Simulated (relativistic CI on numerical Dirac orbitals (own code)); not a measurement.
# Calculated levels, Te³⁰⁺

Computed by Dirac-Coulomb-Breit CI, separate exchange-only KLI orbitals for each configuration, a model potential for QED, unscaled Slater integrals (own radial code, finite nucleus).

CI space (outside the closed core [Ne]): 3s2.3p6.3d4, 3s2.3p5.3d5, 3s.3p6.3d5, 3s2.3p6.3d3.4s, 3s2.3p6.3d3.4p, 3s2.3p6.3d3.4d, 3s2.3p5.3d4.4s, 3s2.3p6.3d3.4f, 3s2.3p5.3d4.4p, 3s.3p6.3d4.4s, 3s2.3p6.3d2.4s.4p, 3p6.3d5.4p, 3s2.3p6.3d3.5s, 3s.3p6.3d4.4p, 3s2.3p6.3d3.5p, 3s2.3p6.3d3.5d, 3s.3p6.3d4.4d, 3s2.3p6.3d3.5g, 3s2.3p6.3d3.6s, 3p6.3d6, 3p5.3d7, 3p5.3d6.4s, 3s2.3p6.3d2.4s2, 3s2.3p6.3d.4s2.4p, 3s2.3p6.3d.4s2.4d, 3p6.3d5.4s, 3p5.3d5.4s2, 3s2.3p6.3d2.4p2, 3s2.3p6.3d.4s.4p2, 3s2.3p6.3d.4p3, 3s2.3p6.3d.4p2.4d, 3s2.3p5.3d2.4s.4p2, 3s2.3p6.3d2.4s.4d, 3s2.3p6.3d.4s.4p.4d, 3s2.3p6.3d.4s.4d2, 3s2.3p5.3d2.4s2.4d, 3s.3p6.3d3.4s2, 3s.3p6.3d2.4s2.4p, 3s.3p6.3d2.4s2.4d. Double excitations out of closed p, d and f shells are left out; levels of such configurations are missing from the list, as are those of other unlisted configurations, and high levels can miss mixing partners. These lack a partner that the ground configuration has and come out too high: 3s2.3p5.3d4.4p.

The lowest level is 3s2.3p6.3d4 5D_0, with 48 % of that term; Hund's rules for 3s2.3p6.3d4 give 5D with J = 0, in agreement.

| No. | Configuration | Term | J | E (eV) | % | Next component (%) | Landé g | jj configuration (%) |
| --- | --- | --- | --- | --- | --- | --- | --- | --- |
| 1 | 3s2.3p6.3d4 | 5D | 0 | 0.000 | 48 | 45 3P |  | 3d3/2^4 (89) |
| 2 | 3s2.3p6.3d4 | 5D | 1 | 7.287 | 77 | 23 3P | 1.495 | 3d3/2^3 3d5/2 (91) |
| 3 | 3s2.3p6.3d4 | 5D | 2 | 12.108 | 83 | 6 3P | 1.431 | 3d3/2^3 3d5/2 (49) |
| 4 | 3s2.3p6.3d4 | 5D | 3 | 14.955 | 70 | 15 3F | 1.378 | 3d3/2^3 3d5/2 (48) |
| 5 | 3s2.3p6.3d4 | 5D | 4 | 15.136 | 35 | 31 3F | 1.226 | 3d3/2^3 3d5/2 (79) |
| 6 | 3s2.3p6.3d4 | 5D | 0 | 21.757 | 49 | 33 3P |  | 3d3/2^2 3d5/2^2 (85) |
| 7 | 3s2.3p6.3d4 | 3H | 4 | 22.815 | 46 | 37 5D | 1.096 | 3d3/2^2 3d5/2^2 (74) |
| 8 | 3s2.3p6.3d4 | 3G | 3 | 25.735 | 60 | 18 5D | 0.951 | 3d3/2^2 3d5/2^2 (57) |
| 9 | 3s2.3p6.3d4 | 3F | 2 | 26.192 | 53 | 21 1D | 0.909 | 3d3/2^2 3d5/2^2 (61) |
| 10 | 3s2.3p6.3d4 | 3H | 5 | 27.480 | 73 | 27 3G | 1.074 | 3d3/2^2 3d5/2^2 (99) |
| 11 | 3s2.3p6.3d4 | 3P | 1 | 28.607 | 64 | 20 3D | 1.299 | 3d3/2^2 3d5/2^2 (76) |
| 12 | 3s2.3p6.3d4 | 3H | 6 | 29.261 | 64 | 36 1I | 1.102 | 3d3/2^2 3d5/2^2 (94) |
| 13 | 3s2.3p6.3d4 | 3G | 4 | 31.984 | 66 | 28 1G | 1.026 | 3d3/2^2 3d5/2^2 (90) |
| 14 | 3s2.3p6.3d4 | 3D | 2 | 33.016 | 45 | 35 3P | 1.185 | 3d3/2^2 3d5/2^2 (85) |
| 15 | 3s2.3p6.3d4 | 3D | 3 | 33.691 | 43 | 40 3F | 1.172 | 3d3/2^2 3d5/2^2 (76) |
| 16 | 3s2.3p6.3d4 | 3F | 4 | 35.857 | 41 | 24 3H | 1.165 | 3d3/2 3d5/2^3 (65) |
| 17 | 3s2.3p6.3d4 | 3F | 3 | 39.008 | 46 | 25 3G | 1.084 | 3d3/2 3d5/2^3 (84) |
| 18 | 3s2.3p6.3d4 | 1D | 2 | 39.573 | 34 | 34 3P | 1.094 | 3d3/2^2 3d5/2^2 (53) |
| 19 | 3s2.3p6.3d4 | 3G | 5 | 41.295 | 73 | 27 3H | 1.150 | 3d3/2 3d5/2^3 (99) |
| 20 | 3s2.3p6.3d4 | 1I | 6 | 42.402 | 64 | 36 3H | 1.056 | 3d3/2 3d5/2^3 (94) |
| 21 | 3s2.3p6.3d4 | 3D | 1 | 42.447 | 77 | 16 3P | 0.722 | 3d3/2 3d5/2^3 (83) |
| 22 | 3s2.3p6.3d4 | 3F | 4 | 45.680 | 52 | 36 1G | 1.116 | 3d3/2^2 3d5/2^2 (70) |
| 23 | 3s2.3p6.3d4 | 1S | 0 | 46.984 | 65 | 34 3P |  | 3d3/2 3d5/2^3 (82) |
| 24 | 3s2.3p6.3d4 | 3P | 2 | 47.263 | 57 | 22 3D | 1.272 | 3d3/2^2 3d5/2^2 (53) |
| 25 | 3s2.3p6.3d4 | 1F | 3 | 49.323 | 52 | 27 3D | 1.074 | 3d3/2 3d5/2^3 (88) |
| 26 | 3s2.3p6.3d4 | 3P | 2 | 50.655 | 45 | 41 3F | 1.096 | 3d3/2^2 3d5/2^2 (56) |
| 27 | 3s2.3p6.3d4 | 1G | 4 | 56.570 | 44 | 41 3F | 1.107 | 3d5/2^4 (68) |
| 28 | 3s2.3p6.3d4 | 3F | 3 | 57.774 | 73 | 24 1F | 1.063 | 3d3/2 3d5/2^3 (98) |
| 29 | 3s2.3p6.3d4 | 3P | 1 | 58.541 | 96 | 3 3D | 1.467 | 3d3/2 3d5/2^3 (94) |
| 30 | 3s2.3p6.3d4 | 1D | 2 | 58.749 | 42 | 34 3F | 0.980 | 3d5/2^4 (49) |
| 31 | 3s2.3p6.3d4 | 1G | 4 | 60.805 | 60 | 32 3F | 1.081 | 3d3/2 3d5/2^3 (79) |
| 32 | 3s2.3p6.3d4 | 3P | 0 | 60.831 | 73 | 26 1S |  | 3d3/2^2 3d5/2^2 (57) |
| 33 | 3s2.3p6.3d4 | 1D | 2 | 71.977 | 83 | 7 3D | 0.997 | 3d3/2 3d5/2^3 (43) |
| 34 | 3s2.3p6.3d4 | 1S | 0 | 88.392 | 85 | 15 3P |  | 3d5/2^4 (52) |
| 35 | 3s2.3p5.3d5 | 7P° | 4 | 184.193 | 75 | 20 5D° | 1.672 | 3p3/2^3 3d3/2^3 3d5/2^2 (41) |
| 36 | 3s2.3p5.3d5 | 7P° | 3 | 193.185 | 54 | 36 5P° | 1.761 | 3p3/2^3 3d3/2^3 3d5/2^2 (44) |
| 37 | 3s2.3p5.3d5 | 5P° | 2 | 194.677 | 36 | 20 3P° | 1.647 | 3p3/2^3 3d5/2 (67) |
| 38 | 3s2.3p5.3d5 | 3F° | 4 | 199.645 | 21 | 19 5F° | 1.321 | 3p3/2^3 3d5/2 (55) |
| 39 | 3s2.3p5.3d5 | 5P° | 1 | 203.364 | 76 | 14 3P° | 2.215 | 3p3/2^3 3d3/2^3 3d5/2^2 (66) |
| 40 | 3s2.3p5.3d5 | 5G° | 6 | 203.607 | 62 | 19 5H° | 1.267 | 3p3/2^3 3d3/2^3 3d5/2^2 (70) |
| 41 | 3s2.3p5.3d5 | 5G° | 5 | 203.854 | 43 | 33 5F° | 1.273 | 3p3/2^3 3d3/2^3 3d5/2^2 (81) |
| 42 | 3s2.3p5.3d5 | 5G° | 3 | 204.347 | 33 | 24 3F° | 1.077 | 3p3/2^3 3d3/2^3 3d5/2^2 (50) |
| 43 | 3s2.3p5.3d5 | 3F° | 2 | 205.013 | 29 | 27 5G° | 0.950 | 3p3/2^3 3d3/2^3 3d5/2^2 (74) |
| 44 | 3s2.3p5.3d5 | 5G° | 4 | 206.782 | 43 | 27 3F° | 1.184 | 3p3/2^3 3d3/2^3 3d5/2^2 (66) |
| 45 | 3s2.3p5.3d5 | 5D° | 3 | 207.488 | 43 | 25 5F° | 1.349 | 3p3/2^3 3d3/2^3 3d5/2^2 (83) |

Energies count from the lowest computed level; ° marks odd parity. Filled j subshells are mostly left out of the jj labels.

The mean weight of the leading LS term, summed over parents, in these 45 levels is 57 %, and that of the leading jj configuration (from the same eigenvectors) 71 %, so jj coupling describes them better and the LS labels are nominal.

At this charge energies of transitions that change n are usually good to better than 1 %, and those within a shell (Δn = 0) to a few per cent. Terms inside the open d or f shell come out 10 to 20 % too wide with unscaled integrals.

LS names give the leading component of a level, which can be under half, so a name can repeat, a term be missing and a line seem to break the LS rules.
